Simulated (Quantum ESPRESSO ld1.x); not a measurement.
All-electron atom: the neon ion Ne4+ in [He] 2s2 3p2 (not the ground configuration).

Method: scalar-relativistic Kohn-Sham, LDA (Slater exchange, Perdew-Wang correlation), spin-polarised, spherical densities, point nucleus; open shells are filled with parallel spins first; computed with ld1.x of Quantum ESPRESSO 7.5.

Energy parts (hartree):
part                     energy
total                 -113.8903
kinetic                113.8895
electron-nucleus      -247.9037
Hartree                 27.8203
exchange-correlation    -7.6964

Orbitals (lengths in bohr, moments of r in powers of bohr; <r^-3> diverges for s and p1/2; r(max) is where P^2 peaks):
orbital  occ.  eigenvalue (hartree)  <r^-3>    <r^2>     <r^4>  r(max)
1s up       1              -36.7131       -  0.03355  0.002906  0.1030
1s down     1              -36.6823       -  0.03350  0.002897  0.1029
2s up       1              -5.86888       -   0.6129    0.6457  0.6058
2s down     1              -5.82627       -   0.6081    0.6308  0.6068
2p up       0              -5.20176   22.43   0.5085    0.5126  0.5005
2p down     0              -5.14926   22.38   0.5057    0.5020  0.5027
3s up       0              -1.92071       -    3.992     23.39   1.746
3s down     0              -1.78334       -    4.113     25.22   1.746
3p up       2              -1.72799   4.582    4.045     24.83   1.734
3p down     0              -1.59239   4.481    4.199     27.29   1.735

The highest occupied level is 3p up at -47.021 eV. The configuration is held as typed, so some empty levels lie below it. Summed over all electrons, <r^2> = 9.379 bohr^2, which gives a Langevin (diamagnetic) susceptibility term of -7.43 x 10^-6 cm^3/mol. The density falls to 0.001 e/bohr^3 at r = 3.32 bohr.
